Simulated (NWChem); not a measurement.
# BNH5 cation; SMILES B[NH3+]

```xyz
7

B     -0.0008    -0.9194    -0.0111
N     -0.0016     0.6314    -0.0102
H     -1.0822    -1.4445     0.0092
H      1.0845    -1.4368     0.0086
H      0.0549     0.9474     0.9842
H     -0.8658     1.0595    -0.3950
H      0.8242     1.0516    -0.4801
```
Atoms are numbered in this order, from 1.

Results from NWChem. Pople sets run with spherical d functions. Medium grid unless said otherwise, to which SCAN and Minnesota functionals are sensitive. All runs use the structure optimised with PBE-D3(BJ)/def2-SVP. Total energies of different functionals are on different scales.

```json
[
 {"level": "B3LYP/6-31G*", "energy (Ha)": "-82.3398", "highest occupied level (eV)": "-15.87", "orbital gap (eV)": "7.94"},
 {"level": "PBE/6-31G*", "energy (Ha)": "-82.2059", "highest occupied level (eV)": "-14.56", "orbital gap (eV)": "5.71"},
 {"level": "M06-L/6-31G*", "energy (Ha)": "-82.3181", "highest occupied level (eV)": "-14.90", "orbital gap (eV)": "6.64"},
 {"level": "PW6B95/6-31G*", "energy (Ha)": "-82.4327", "highest occupied level (eV)": "-16.19", "orbital gap (eV)": "8.48"},
 {"level": "CAM-B3LYP/6-31G*", "energy (Ha)": "-82.2831", "highest occupied level (eV)": "-17.57", "orbital gap (eV)": "11.14"},
 {"level": "r2SCAN/6-31G*", "energy (Ha)": "-82.2717", "highest occupied level (eV)": "-14.95", "orbital gap (eV)": "6.59"},
 {"level": "BHandHLYP/6-31G*", "energy (Ha)": "-82.2866", "highest occupied level (eV)": "-17.54", "orbital gap (eV)": "11.11"},
 {"level": "SCAN/6-31G*", "energy (Ha)": "-82.2828", "highest occupied level (eV)": "-14.96", "orbital gap (eV)": "___"}
]
```

Question: Fill in the missing entries.

Answer: 
- SCAN/6-31G*, orbital gap (eV): 6.54
